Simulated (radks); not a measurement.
Valence configurations of Hg II (all share [Xe]). Calculated with a radial shooting solver on a logarithmic mesh with Libxc functionals: scalar-relativistic Kohn-Sham, BLYP, spin-polarised, spherical densities, point nucleus; open shells are filled with parallel spins first (spin-orbit coupling, left out, can overturn this in heavy ions). Energies are relative to 4f14 5d10 6s1; eigenvalues in eV for spin up.

valence                E (eV)  moment (Bohr magnetons)    e(4f)    e(5d)    e(6p)    e(6s)
4f14 5d10 6s1           0.000                        1  -104.80  -18.810        -  -15.056
4f13 5d10 6s2          97.201                        1  -121.39  -22.724        -  -16.083
4f14 5d9 6s2            4.653                        1  -108.58  -21.574        -  -16.028
4f14 5d10 6p1           7.403                        1  -106.63  -20.472   -8.685        -
4f14 5d8 6s1 6p2       25.741                        5  -115.88  -27.779  -10.934  -19.961
4f14 5d10 6s0.5 6p0.5   3.673                        1  -105.73  -19.656   -8.240  -15.644
4f12 5d10 6s1 6p2      225.10                        5  -142.34  -30.554  -11.100  -20.313
4f14 5d9 6s1.5 6p0.5    8.319                        2  -109.48  -22.495   -8.878  -16.867
4f14 5d9.5 6s1.5        2.194                        1  -106.66  -20.178        -  -15.546
4f13 5d8 6s2 6p2       130.57                        5  -133.30  -32.301  -11.519  -21.183

NIST lists [Xe] 4f14 5d10 6s1 as the ground configuration; this level of theory agrees among the configurations tried. The energies are those of spherical high-spin densities, not of single terms.
